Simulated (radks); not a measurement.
The numbers below are computed, except where a source is named.
Task: The mean radii <r> (bohr) of the occupied orbitals of an atom or ion are listed with their occupations. Code: a radial shooting solver on a logarithmic mesh with Libxc functionals. Model: scalar-relativistic Kohn-Sham, BLYP, spin-polarised, spherical densities, finite nucleus; Fermi nuclear charge, rms radius of each element as measured or else 0.836 A^(1/3) + 0.57 fm.

| orbital | occ. | <r> |
|---|---|---|
| 1s up | 1 | 0.04700 |
| 1s down | 1 | 0.04700 |
| 2s up | 1 | 0.2101 |
| 2s down | 1 | 0.2100 |
| 2p up | 3 | 0.1838 |
| 2p down | 3 | 0.1837 |
| 3s up | 1 | 0.6141 |
| 3s down | 1 | 0.6154 |
| 3p up | 3 | 0.6310 |
| 3p down | 3 | 0.6326 |
| 3d up | 5 | 0.6715 |
| 3d down | 3 | 0.6748 |
| 4s up | 1 | 1.799 |
| 4p up | 3 | 2.135 |
| 4p down | 1 | 2.238 |

Name the element and its charge. Open shells, if any, are filled with parallel spins first.

Result: Z = 32, germanium, charge +1: Ge+ in [Ar] 3d8 4s1 4p4. The 1s radius gives Z: for a bare nucleus <r> = (2 gamma + 1)/(2Z) with gamma = sqrt(1 - (Z/c)^2), 0.04601 bohr for Z = 32, and screening makes it slightly larger (0.04700 here). The occupations add up to 31, and the charge is Z minus that.
